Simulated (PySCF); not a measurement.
## Do core-level shifts follow atomic charges?

Species: C₄H₁₃PSi₂.
Geometry (PBE0-D3(BJ)/def2-SVP, Å), atoms numbered from 1 in this order:
```xyz
20
C4H13PSi2 angstrom
C     -1.2922    2.5422    0.0660
Si    -0.4896    1.0824   -0.8155
C     -1.5199   -0.5158   -0.6420
C     -1.0608   -1.2823    0.6073
C      0.4570   -1.5163    0.6035
Si     1.3343    0.1595    0.3380
P      3.2060   -0.1107   -0.9117
H     -2.2410    2.8237   -0.4174
H     -0.6312    3.4221    0.0607
H     -1.5039    2.2855    1.1156
H     -0.2356    1.4216   -2.2520
H     -2.6011   -0.3011   -0.6097
H     -1.3476   -1.1336   -1.5411
H     -1.5957   -2.2445    0.6886
H     -1.3395   -0.7094    1.5112
H      0.7955   -2.0235    1.5207
H      0.7298   -2.1715   -0.2433
H      1.6063    0.8301    1.6527
H      3.5896    1.2644   -0.8354
H      4.0450   -0.4991    0.1801
```

Binding energies: delta-SCF UKS SCAN, pcX-2 on the ionised atom, pcseg-1 elsewhere, spin-free X2C (PySCF). Charges: PBE0/pcSseg-1 ground-state density, for the ionised atom.

```tsv
atom	environment	C 1s (eV)	Mulliken (e)	IAO (e)	Hirshfeld (e)	ESP (e)
C3	sp3 carbon bound to silicon	289.79	-0.512	-0.526	-0.158	-0.330
C5	sp3 carbon bound to silicon	289.83	-0.492	-0.515	-0.158	-0.104
C1	Si-methyl carbon	290.01	-0.610	-0.696	-0.210	-0.670
C4	ring CH2 carbon	290.49	-0.250	-0.235	-0.066	-0.114
```

Q: Give the correlation coefficient and slope of binding energy on charge for each scheme.

A: Mulliken: r = 0.80, slope 1.7 eV per e; Hirshfeld: r = 0.75, slope 4.0 eV per e; IAO: r = 0.73, slope 1.2 eV per e; ESP: r = 0.23, slope 0.3 eV per e. Mulliken charges have the highest r, on only 4 points.

Q: The point-charge model writes a binding energy as kq + V + constant, with V the potential of the other atoms' charges at the site. What does it give with the Mulliken charges?

A: V = Σ 14.40 eV Å × q/r over all other atoms: +4.97 eV at C3, +4.40 eV at C5, +7.96 eV at C1, +0.25 eV at C4. Fitting binding energy − V to q gives k = 22.1 eV per e and leaves an rms residual of 0.31 eV, against 0.17 eV for the fit on q alone. The model has no term for differences in relaxation between sites.

Isolated species at its PBE0-D3(BJ)/def2-SVP geometry (one conformer only).
